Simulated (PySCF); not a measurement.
Checking a proposed structure

A compound C6H13NO gives the data below (simulated from a calculation) and was assigned the structure `CC(=O)NC(C)(C)C`.

$^{13}$C{$^{1}$H} NMR (computed): δ 73.7 (CH), 57.8 (CH2, 2C), 48.3 (CH3), 41.3 (CH2, 2C).

$^{1}$H NMR (400 MHz, computed): δ 3.28 (m, 1H), 2.72 (m, 2H), 2.28 (s, 3H), 1.95 (m, 2H), 1.85 (m, 2H), 1.21 (m, 2H), -0.14 (br s, 1H).

- NMR shieldings at PBE0/pcSseg-1/GIAO
- structure optimised with GFN2-xTB
- program: PySCF 2.14
- one computed conformer, isolated molecule, non-relativistic, equivalent nuclei averaged

Shifts are taken against calculated references (same method and geometry level): TMS for $^{1}$H (σ = 31.72 ppm) and $^{13}$C (σ = 186.93 ppm).

Q: Compare with the shifts computed for the proposed structure, pairing carbons in order of shift.

A: Structure with atom numbers: `[CH3:1][C:2](=[O:3])[NH:4][C:5]([CH3:6])([CH3:7])[CH3:8]`; H(Xn) means a hydrogen on atom n.

| atom | computed for proposal | given list | difference |
| --- | --- | --- | --- |
| C2 | 169.9 | 73.7 | +96.2 |
| C5 | 52.0 | 57.8 | -5.8 |
| C6 | 29.1 | 57.8 | -28.7 |
| C7 | 29.1 | 48.3 | -19.2 |
| C8 | 29.1 | 41.3 | -12.2 |
| C1 | 25.7 | 41.3 | -15.6 |

The rms difference is 42.6 ppm and the largest +96.2 ppm at C2 (amide carbonyl carbon). The carbon types in order of shift don't match either: C, C, CH3, CH3, CH3, CH3 for the proposal against CH, CH2, CH2, CH3, CH2, CH2 in the data. The proposal doesn't fit.

Q: Which isomer fits?

A: `InChI=1S/C6H13NO/c1-7-4-2-6(8)3-5-7/h6,8H,2-5H2,1H3`.

- Carbon types of the structure: 1 × CH, 4 × CH2, 1 × CH3, leaving 1 H on heteroatoms.
- δC 73.7: sp3 CH bonded to O; the inductive effect lowers its shielding.
- δC 57.8: sp3 CH2 bonded to N; pulled downfield by the heteroatom.
- δH 2.72, 1.85: hydrogen on an sp3 CH2 bonded to N.
- δH -0.14: hydrogen on an alcohol oxygen; exchangeable; this is the value without hydrogen bonding to other molecules.

Other isomers checked: CC(=O)CCN(C)C (rms 57.6 ppm).

This is the structure that produced the data.

OH/NH shifts are gas-phase values; hydrogen bonding in solution moves them, usually downfield. Shifts are as computed. Against solution values, carbons near 30 ppm lie about +3 ppm off and those near 130 ppm about +5 ppm. Of 1211 compounds with measured shifts, 218 miss one by over three times the rms of a fit or turn the order of signals round; such compounds aren't used in these exercises. Multiplicities follow the n + 1 count of equivalent neighbours, as no J values were calculated; m marks all less simple cases, F and P coupling included.
